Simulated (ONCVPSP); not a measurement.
# Reading a pseudo-wave (O (Z = 8))

Columns: radius, all-electron u(r) and pseudo u(r) of the 2s shell (level -31.16 eV) of oxygen in the configuration [He] 2s2 2p3.5; LDA (Perdew-Zunger), scalar-relativistic, ONCV scheme, ONCVPSP 4.0.1.

| r (bohr) | all-electron | pseudo |
| --- | --- | --- |
| 0.103 | -0.4309 | 0.1166 |
| 0.205 | -0.2380 | 0.2428 |
| 0.308 | 0.1056 | 0.3785 |
| 0.410 | 0.4241 | 0.5284 |
| 0.513 | 0.6708 | 0.6746 |
| 0.615 | 0.8347 | 0.8105 |
| 0.718 | 0.9295 | 0.9223 |
| 0.820 | 0.9683 | 0.9682 |
| 0.923 | 0.9670 | 0.9670 |
| 1.025 | 0.9380 | 0.9380 |
| 1.128 | 0.8904 | 0.8904 |
| 1.230 | 0.8325 | 0.8325 |
| 1.332 | 0.7691 | 0.7691 |
| 1.435 | 0.7032 | 0.7032 |
| 1.538 | 0.6380 | 0.6380 |
| 1.640 | 0.5758 | 0.5758 |
| 1.743 | 0.5164 | 0.5164 |
| 1.845 | 0.4617 | 0.4617 |
| 1.948 | 0.4107 | 0.4107 |
| 2.050 | 0.3647 | 0.3647 |
| 2.153 | 0.3225 | 0.3225 |
| 2.255 | 0.2849 | 0.2849 |
| 2.358 | 0.2508 | 0.2508 |
| 2.460 | 0.2206 | 0.2206 |
| 2.562 | 0.1937 | 0.1937 |
| 2.665 | 0.1697 | 0.1697 |

Task: How many radial nodes do the two functions have?

Result: The all-electron 2s function has n − l − 1 = 1; the pseudo-wave has 0, since the states of the same l below it are removed with the core.

Task: At about which radius was the pseudo-wave matched?

Result: 0.85 bohr, where the columns begin to agree (steps of 0.10 bohr).

Task: Is the pseudo-wave norm-conserving?

Result: Yes: the ONCV scheme keeps the norm inside the radius equal to the all-electron one, which fixes the energy derivative of the logarithmic derivative at the level.
